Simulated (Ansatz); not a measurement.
One change: `COc1ccccc1` becomes `[GeH3][c]1ccccc1`.

Ansatz, PBE0-D4/def2-TZVP geometries, multiplicity 1. Each molecule was computed in one conformer, which needn't be the lowest.

Scalar relativity is left out up to krypton.

```csv
property,`COc1ccccc1`
HOMO energy (PBE/def2-TZVPP) / eV,-5.37
HOMO energy (B3LYP/def2-TZVPP) / eV,-6.20
size of the dipole moment (PBE/def2-TZVPP) / D,1.29
HOMO–LUMO gap (PBE/def2-TZVPP) / eV,4.30
HOMO energy (PBE0/def2-TZVPP) / eV,-6.41
size of the dipole moment (B3LYP/def2-TZVPP) / D,1.28
```

(1) Give the same properties after the change, and the shifts. (Best estimate.)

Answers

(1) The calculation gave: 
```tsv
property	`[GeH3][c]1ccccc1`	shift
HOMO energy (PBE/def2-TZVPP) / eV	-6.39	-1.02
HOMO energy (B3LYP/def2-TZVPP) / eV	-7.14	-0.94
size of the dipole moment (PBE/def2-TZVPP) / D	0.82	-0.47
HOMO–LUMO gap (PBE/def2-TZVPP) / eV	4.94	0.64
HOMO energy (PBE0/def2-TZVPP) / eV	-7.36	-0.95
size of the dipole moment (B3LYP/def2-TZVPP) / D	0.81	-0.47
```

With PBE0 the HOMO falls by 0.95 eV and the LUMO falls by 0.39 eV, so the gap widens by about 0.56 eV. PBE moves the HOMO by -1.02 eV and ωB97M-V by -0.94 eV. Dipoles are sizes alone; their direction can turn.

B3LYP here is the variant with VWN-RPA as its local correlation; programs differ in this.
